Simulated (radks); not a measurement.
Charge is removed step by step from the 3p (averaged over the sub-levels emptied) level of Cl3+, starting from [Ne] 3s2 3p2. All-electron calculation, Dirac Kohn-Sham, PBE, spin-unpolarised, spherical densities, point nucleus; open shells are shared between the two j in proportion to 2j + 1. Program: a radial shooting solver on a logarithmic mesh with Libxc functionals.

removed (e)	E - E(0) (eV)	eigenvalue (eV)	E minus straight line (eV)
0	0.000	-45.112	0.000
0.25	11.716	-48.629	-1.344
0.5	24.320	-52.206	-1.802
0.75	37.824	-55.839	-1.358
1	52.243	-59.524	0.000

Removing the whole electron costs 52.243 eV by Delta-SCF, against 45.112 eV from minus the eigenvalue at the starting occupation. Slater's transition state (half an electron removed) gives 52.206 eV. Integrating minus the eigenvalue over the occupation (Janak's theorem) gives 52.243 eV. The mean slope of the eigenvalue, de/dn, is 14.4 eV per electron. Ionisation energy of Cl3+ in the NIST Atomic Spectra Database: 53.2 eV (semi-empirical).

Beside tabulated values, note that spin-unpolarised runs miss the spin-polarisation part of the exchange energy of open shells.
